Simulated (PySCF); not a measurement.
# Working out the excitation energy of C⁺

C⁺ [He] 2s2 2p1 (2P) → C⁺ [He] 2s2 3d1 (2D). Calculation: PySCF 2.14, in aug-cc-pwCVDZ (5s4p2d, 27 functions); no relativity, point nucleus. Frozen: 1s2. Energies in hartree (1 hartree = 27.21139 eV):

```tsv
part	C⁺ (lower)	C⁺ (upper)
UHF	-37.290765	-36.559767
CCSD correlation	-0.069357	-0.070748
(T)	-0.000721	-0.000719
```

Question: What does Hartree-Fock give?

Answer: (-36.559767) − (-37.290765) = 0.730998 hartree = 19.891 eV.

Question: What do CCSD and CCSD(T) give?

Answer: The CCSD correlation energies differ by -0.001391 hartree = -0.038 eV and the triples by 0.000002 hartree = 0.000 eV, so CCSD gives 19.853 eV and CCSD(T) 19.853 eV.

Measured between the centres of the two terms (NIST): 18.041 eV, so CCSD(T) (valence) is off by 1.812 eV.

A double-zeta basis recovers only part of the correlation energy.

The coupled-cluster amplitudes are large, so a single reference is strained.

What remains against the reference includes basis incompleteness, the frozen core and higher excitations.
